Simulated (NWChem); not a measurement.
# CrO$_{2}$Cl$_{2}$; SMILES [O]=[Cr](=[O])([Cl])[Cl]

```xyz
5

Cr     0.0000     0.0000     0.3395
O      0.0000    -1.2396     1.2279
O      0.0000     1.2396     1.2279
Cl     1.7464     0.0000    -0.8481
Cl    -1.7464     0.0000    -0.8481
```
Atoms are numbered in this order, from 1.

Program: NWChem. Pople sets run with spherical d functions. Structure relaxed at the PBE0/def2-SVP level. Vzz is the largest principal value of the second derivative of the potential at the nucleus (NWChem prints the opposite sign); η is the asymmetry. Non-relativistic.

```csv
level,Vzz Cr1 (a.u.),η Cr1,Vzz O3 (a.u.),η O3,Vzz Cl5 (a.u.),η Cl5
PBE/def2-SVP,-0.820,0.61,-0.655,0.58,1.477,0.63
PBE/6-31G*,…,…,…,0.55,…,0.64
Hartree-Fock/def2-SVP,-0.778,0.21,-1.296,0.35,2.081,0.31
```

Problem. Some entries are withheld; supply them.

Solution. 
- PBE/6-31G*, Vzz Cr1 (a.u.): -0.681
- PBE/6-31G*, η Cr1: 0.71
- PBE/6-31G*, Vzz O3 (a.u.): -0.646
- PBE/6-31G*, Vzz Cl5 (a.u.): 1.435
